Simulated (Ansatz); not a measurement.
Compare A (`C#CN[SiH3]`) with its isomer B (`CC1=N[SiH2]1`).

Computed with Ansatz on PBE0-D4/def2-TZVP structures; ΔE is electronic, products minus reactants. CCSD(T)/CBS adds triple-zeta CCSD(T) − MP2 to the extrapolated MP2 energy (def2 sets, frozen cores). Functionals use def2-TZVPP. B3LYP here is the variant with VWN-RPA as its local correlation; programs differ in this.

Question: Which is lower in electronic energy at CCSD(T)/CBS, and by how much? (Best estimate.)

Answer: Computed: B, by 6.4 kcal/mol.

Question: Give E(B) − E(A) in kcal/mol with B3LYP-D4, MP2/def2-TZVPP, ωB97M-V, CCSD(T)/def2-TZVPP, B2PLYP, BLYP-D4, B3LYP. (An estimate is asked.)

Answer: The calculation gave: B3LYP-D4 -4.8, MP2/def2-TZVPP -6.1, ωB97M-V -7.3, CCSD(T)/def2-TZVPP -6.9, B2PLYP -5.1, BLYP-D4 -5.7, B3LYP -4.7. None reverses the order clearly.

Question: Does the order hold for the free energy at 298.15 K (harmonic terms from PBE0-D4)? (An estimate is asked.)

Answer: The calculation gave: Yes: G(B) − G(A) = -3.1 kcal/mol.

Largest T1 diagnostic: 0.015.

At CCSD(T), def2-SVP lies −1.3 kcal/mol from the extrapolated value and def2-TZVPP −0.6 kcal/mol. Leaving LDA and LC-ωPBE aside and taking each functional with its dispersion term where it has one, the values, not all of them listed here, spread over 8.4 kcal/mol, from revPBE-D4 to BHLYP-D4.
